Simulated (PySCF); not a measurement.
Correlation energy of Ho⁵⁴⁺ (holmium, charge +54)

[Ne] 3s2 3p1, 2P determinant. All numbers are calculated (PySCF 2.14, the spin-free X2C one-electron Hamiltonian (Gaussian nucleus), in an even-tempered Gaussian basis (17 s from 13 bohr⁻², ratio 2.5; 12 p from 17 bohr⁻², ratio 2.5; 4 d from 65 bohr⁻², ratio 2.7; 4 f from 97 bohr⁻², ratio 2.7)). Frozen: 1s2; 11 electrons correlated; the 20 highest virtual orbitals of each spin left out.

```tsv
level	correlation energy (mhartree)
CCSD	-515.84
(T)	-0.57
CCSD(T)	-516.41
```

Diagnostics: T1 = 0.00039, D1 = 0.0017, largest double amplitude 0.039.

Problem. Is a single reference adequate?

Solution. Yes, within this model without spin-orbit coupling: T1 lies below 0.03 and no double amplitude reaches 0.07.

At this charge the one-electron X2C treatment keeps the bare 1/r₁₂, with no two-electron picture change or Breit term. The effect here is smaller than on the frozen 1s shell; and a scalar Hamiltonian misses the large spin-orbit splitting of the p shells, which matters for ns² → np² pairs.
